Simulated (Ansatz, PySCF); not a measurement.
Pulling on the Se4–H5 bond in H3InSe (SMILES [SeH][InH2]) (multiplicity 1 held, fragments rigid). Energies count from the point at 1.472 Å.
Geometry at that point (charge 0, multiplicity 1):
```xyz
5

In     0.22340     0.01840    -0.98952
H     -1.02239    -0.56246    -2.02010
H      1.78076     0.62095    -1.39332
Se    -0.37151    -0.04334     1.47105
H      0.92644     0.51361     1.88448
```

R- and RO- levels are restricted; in cc, def2 and unpolarised 6-31G sets they are followed outwards from rest. U- levels take the lowest unrestricted solution at each point, which mixes spins at long bonds. Active spaces are followed from a long bond inwards. Left out are points that failed, MP2 points in a non-variational dive below the minimum, coupled-cluster points behind a sign of a changed root (a jump of the amplitudes, or a one-step jump against full CI or MRCI), small-basis points behind a change of solution, and semi-empirical points at long bonds. Levels need not reach the same state.

Correlated levels freeze the cores. Filled d and f shells under p-block atoms count as core. Rows in LANL2DZ carry no dispersion term and start afresh at each structure. LANL2DZ brings its own core potentials from Na on.

Run with Ansatz (a first-principles code); PySCF for LANL2DZ rows. Values without a source in brackets are computed. In def2 rows elements past Kr take small-core potentials, without spin–orbit coupling.

Energies in eV.

```csv
R (Å),U-PBE/def2-TZVPP,R-B3LYP/LANL2DZ,R-SCS-MP2/def2-TZVPP,U-CCSD/def2-TZVPP,"FIC-NEVPT4(SD) on CASSCF(4,3)/def2-TZVPP","FIC-MRCISD+Q on CASSCF(4,3)/def2-TZVPP"
1.177,1.60,1.73,1.53,1.54,1.58,1.55
1.324,0.32,0.39,0.27,0.28,0.30,0.29
1.472,0.00,0.00,0.00,0.00,0.00,0.00
1.619,0.15,?,0.21,0.20,0.18,0.19
1.766,0.53,0.44,0.65,0.62,0.58,0.59
1.987,1.25,1.11,1.46,1.39,1.31,1.32
2.207,1.97,1.83,2.25,2.16,1.99,2.00
2.575,2.94,?,3.33,3.05,2.81,2.83
2.943,3.33,3.70,4.06,3.39,3.24,3.26
3.385,3.48,4.37,4.50,3.49,3.44,3.46
3.973,3.53,left out,4.51,3.51,3.51,3.53
4.709,3.54,left out,3.90,3.52,3.53,3.55
```

What belongs in the gaps?


- 1.619, R-B3LYP/LANL2DZ: 0.10
- 2.575, R-B3LYP/LANL2DZ: 2.89

Doubts at one or more of the structures used: a spin-contaminated determinant (U-PBE/def2-TZVPP, U-CCSD/def2-TZVPP); a restricted determinant that unrestricted orbitals would lower (R-SCS-MP2/def2-TZVPP); T1 above 0.05 (U-CCSD/def2-TZVPP); active orbitals that take no part (FIC-NEVPT4(SD) on CASSCF(4,3)/def2-TZVPP, FIC-MRCISD+Q on CASSCF(4,3)/def2-TZVPP).
